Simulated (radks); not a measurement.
Species: Ga XXII. Configuration: [Ne].

Calculated with a radial shooting solver on a logarithmic mesh with Libxc functionals: Dirac Kohn-Sham, PBEsol, spin-unpolarised, spherical densities, finite nucleus; Fermi nuclear charge, rms radius 3.9973 fm.

Energy parts (eV):
total: -45794.342
kinetic: 46812.572
electron-nucleus: -99262.927
Hartree: 7971.923
exchange-correlation: -1315.911

Orbitals (lengths in bohr, moments of r in powers of bohr; <r^-3> diverges for s and p1/2):
| orbital | occ. | eigenvalue (eV) | <r^2> | <r^-3> | <r^4> | small-component weight |
|---|---|---|---|---|---|---|
| 1s1/2 | 2 | -11120.93 | 0.003177 | - | 0.00002594 | 1.25e-02 |
| 2s1/2 | 2 | -2113.285 | 0.05368 | - | 0.004902 | 2.50e-03 |
| 2p1/2 | 2 | -1978.676 | 0.04143 | - | 0.003384 | 2.48e-03 |
| 2p3/2 | 4 | -1949.903 | 0.04279 | 893.5 | 0.003583 | 2.44e-03 |

The highest occupied level is 2p3/2 at -1949.9 eV. For comparison, the ionisation energy in NIST's Atomic Spectra Database is 2010 eV (semi-empirical). In exact Kohn-Sham theory the highest level is minus the ionisation energy, but local and semilocal functionals leave it too shallow, through self-interaction and a potential that decays too fast; potentials with the right tail come closer. Summed over all electrons, <r^2> = 0.3677 bohr^2, which gives a Langevin (diamagnetic) susceptibility term of -0.291 x 10^-6 cm^3/mol. The electron density at the nucleus is 2.79e+04 e/bohr^3. The density falls to 0.001 e/bohr^3 at r = 0.74 bohr.
